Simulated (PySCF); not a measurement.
# Peak assignment

Mapped SMILES: `[F:1][C@@H:2]1[CH2:3][CH2:4][C@H:5]1[C:6]1=[CH:7][CH:8]=[CH:9][SiH2:10]1`. Each H is labelled by its parent atom. Ha(C3), Ha(C4) are cis to F1 on the ring; Ha(Si10) is pro-R; Hb(Si10) is pro-S; Hb(C3), Hb(C4) are trans to F1 on the ring.

Gas phase, one computed conformer, no relativistic terms. GFN2-xTB geometry; GIAO PBE0/pcSseg-1 shieldings; PySCF.

References, each an isolated molecule treated in the same way: $^{13}$C and $^{1}$H against TMS.

(1) Assign these signals to the numbered atoms. $^{13}$C{$^{1}$H} NMR (computed): δ 159.3 (C), 156.7 (CH), 146.9 (CH), 132.1 (CH), 96.8 (CH), 50.7 (CH), 28.4 (CH2), 19.2 (CH2).

(2) Assign these signals to the numbered atoms. $^{1}$H NMR (500 MHz, computed): δ 7.24 (m, 1H), 6.73 (d, 1H), 6.13 (m, 1H), 4.77 (m, 1H), 4.70 (m, 1H), 4.56 (m, 1H), 3.54 (m, 1H), 2.31 (m, 1H), 2.26 (m, 1H), 2.23 (m, 1H), 1.49 (m, 1H).

## Answers

(1) 
| δ (ppm) | atoms | environment | reason |
| --- | --- | --- | --- |
| 159.3 | C6 | fully substituted alkene carbon | as expected for a trigonal carbon in a double bond |
| 156.7 | C8 | alkene CH | an sp2 carbon of a C=C bond |
| 146.9 | C7 | alkene CH | – |
| 132.1 | C9 | alkene CH | – |
| 96.8 | C2 | sp3 CH bonded to F | deshielded by the electronegative neighbour |
| 50.7 | C5 | allylic sp3 CH | aliphatic region, no heteroatom directly attached |
| 28.4 | C3 | sp3 CH2 in a ring | aliphatic region, no heteroatom directly attached |
| 19.2 | C4 | sp3 CH2 in a ring | – |

(2) 
7.24 → H(C8), hydrogen on an alkene CH: a vinylic proton, deshielded by the sp2 carbon and the C=C anisotropy
6.73 → H(C7), hydrogen on an alkene CH
6.13 → H(C9), hydrogen on an alkene CH
4.77 → H(C2), hydrogen on an sp3 CH bonded to F: its carbon carries F, which withdraws density
4.70 → Ha(Si10), hydrogen on a silicon bonded to 2 C, in a 5-membered ring
4.56 → Hb(Si10), hydrogen on a silicon bonded to 2 C, in a 5-membered ring
3.54 → H(C5), hydrogen on an allylic sp3 CH
2.31 → Hb(C3), hydrogen on an sp3 CH2 in a ring
2.26 → Ha(C3), hydrogen on an sp3 CH2 in a ring
2.23 → Ha(C4), hydrogen on an sp3 CH2 in a ring
1.49 → Hb(C4), hydrogen on an sp3 CH2 in a ring

H(C2) and Ha(Si10); Hb(C3) and Ha(C3); Ha(C3) and Ha(C4) lie closer than the usual error of such a calculation, so a measured spectrum could show them in the other order.

Splittings by $^{19}$F in the carbon and heteronuclear signals aren't shown, as no couplings were computed. Shifts are as computed. Against solution values, carbons near 30 ppm lie about +3 ppm off and those near 130 ppm about +5 ppm. Of 1309 compounds with measured shifts, 239 miss one by over three times the rms of a fit or turn the order of signals round; such compounds aren't used in these exercises. Multiplicities follow the n + 1 count of equivalent neighbours, as no J values were calculated; m marks all less simple cases, F and P coupling included.
